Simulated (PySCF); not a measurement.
## Yb³⁺ (ytterbium, charge +3) across methods

[Xe] 4f13, 2F determinant. Calculation: PySCF 2.14, in ANO-RCC-VTZP (8s7p5d3f2g1h, 104 functions); the spin-free X2C one-electron Hamiltonian (Gaussian nucleus).

| method | E (hartree) | mean ε 5p β (eV) | mean ε 4f α (eV) | mean ε 4f β (eV) | Σ⟨r²⟩ (bohr²) | ⟨S²⟩ |
| --- | --- | --- | --- | --- | --- | --- |
| PBE0 | -14057.38 | -59.387 | -40.216 | -39.164 | 32.52 | 0.750 |
| UHF | -14052.70426 | -64.061 | -49.337 | -47.845 | 32.29 | 0.751 |
| LDA | -14048.14 | -57.711 | -37.253 | -36.294 | 32.67 | 0.750 |
| r2SCAN | -14057.72 | -58.245 | -36.865 | -35.870 | 32.50 | 0.750 |
| PBE | -14057.62 | -57.376 | -36.870 | -35.946 | 32.66 | 0.750 |

Spin-orbit coupling, absent here, splits the open shell strongly.
